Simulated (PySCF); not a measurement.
In(Cl)(OH)2, H2ClInO2, SMILES [OH][In]([OH])[Cl], singlet at its PBE0/def2-SVP optimised geometry (Å):

```
6

In    -0.1730    -0.1690     0.0000
Cl    -1.3051     1.8709     0.0000
O      1.8072    -0.1690     0.0000
H      2.1503    -1.0714     0.0036
O     -1.1987    -1.8709     0.0007
H     -2.1503    -1.7104    -0.0088
```

Computed with PBE0/def2-TZVP, def2 effective core potentials past Kr run with PySCF. The core electrons that the potentials of In replace are not part of the density. Cells within 0.4 Å of a nucleus heavier than hydrogen are left out (blank, or x).

Map of the LUMO amplitude (bohr^(-3/2)) on the plane z = 0.0 Å; orbital energy -2.38 eV, overall sign arbitrary:

```
|6666666666666666666666666666666|
|6666666666666666666666666666666|
|6666666666666666666666666666666|
|6666666677776666666666666666666|
|6666666777777666666666666666666|
|6666667778877666666666666666666|
|6666667788987666666666666666666|
|6666667789986556666666666666666|
|6666667788xx4455666666666666666|
|6666666666xx3346666666666666666|
|66666666543x1356777666666666666|
|6666666654223467777766666666666|
|6666666655445678887766676666666|
|6666666666667889987666777766666|
|6666666667788867987535887766666|
|66666666778996xx7862xxx98776666|
|66666667778997xx7752xxx88776666|
|6666666677778866886312687776666|
|6666666666556789986545677776666|
|6666667665323578887666777766666|
|66666777651x0467777766777766666|
|6666677776xxx467777777777666666|
|6666677777xxx566777776766666666|
|6666667778997666666666666666666|
|6666667777887766666666666666666|
|6666666677777766666666666666666|
|6666666667776666666666666666666|
|6666666666666666666666666666666|
|6666666666666666666666666666666|
|6666666666666666666666666666666|
|6666666666666666666666666666666|
```
Scale: ten equal steps from -0.180 (start of '0') to 0.106 (end of '9'), in the order '0123456789'; x runs from -4.50 to 4.50, y from -4.50 (bottom) to 4.50 (top).
